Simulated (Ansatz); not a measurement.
Geometry optimisation, Ansatz 0.2.0, RKS B3LYP-D4/cc-pVDZ.

Input file:

```yaml
crystal:
  periodic: [false, false, false]
  atoms:
    - { symbol: B, position_ang: [-0.031187, -0.423551, -0.153223] }
    - { symbol: F, position_ang: [0.040212, -0.674548, 1.164427] }
    - { symbol: O, position_ang: [1.094793, -0.358495, -0.906] }
    - { symbol: H, position_ang: [1.897141, -0.501649, -0.388084] }
    - { symbol: O, position_ang: [-1.234554, -0.274437, -0.762667] }
    - { symbol: H, position_ang: [-1.963106, -0.336765, -0.132192] }
    - { symbol: H, position_ang: [0.053391, 1.84191, 0.630689] }
    - { symbol: H, position_ang: [0.05281, 1.454436, 1.234849] }
basis:
  gaussian: { orbitals: cc-pVDZ }
hamiltonian:
  xc: b3lyp
  dispersion: d4
relax:
  f_tol: 0.03
  max_steps: 50
```

Launched with:

```bash
$ ansatz run input.yaml --threads 2 --pin off --max-ram 3072MiB --backend cpu --events-out ev --progress --plain --runs-dir out
```

Where does it end, and by what steps?

The forces met the threshold. The force dipped under the threshold on the way, but the program's further checks kept it going. After 22 steps the energy has fallen by 0.167 eV; H7 moved furthest, 1.33 Å.

```tsv
step	energy less start (eV)	largest force component (eV/Å)	accepted
0	0.0000	1.452	yes
1	-0.1252	0.310	yes
2	-0.0897	1.202	no
3	-0.1410	0.231	yes
4	-0.1505	0.115	yes
5	-0.1546	0.016	yes
6	-0.1547	0.306	yes
7	-0.1573	0.065	yes
8	-0.1587	0.009	yes
9	-0.1518	0.622	no
10	-0.1599	0.086	yes
11	-0.1596	0.294	no
12	-0.1609	0.043	yes
13	-0.1615	0.081	yes
14	-0.1622	0.175	yes
15	-0.1631	0.140	yes
16	-0.1641	0.152	yes
17	-0.1649	0.105	yes
18	-0.1654	0.102	yes
19	-0.1659	0.147	yes
20	-0.1663	0.074	yes
21	-0.1665	0.028	yes
22	-0.1667	0.023	yes
```

```xyz
8
Properties=species:S:1:pos:R:3
B -0.050 -0.681 -0.362
F 0.040 -0.323 0.949
O 1.074 -0.903 -1.088
H 1.872 -0.771 -0.559
O -1.265 -0.820 -0.951
H -1.984 -0.634 -0.333
H 0.117 2.809 1.542
H 0.106 2.049 1.491
```

Whether the end is a true minimum wasn't checked by a vibrational analysis.

Run time: 30 s on 2 threads of Arm Neoverse V1, with other jobs on the host, peak memory 0.14 GiB.
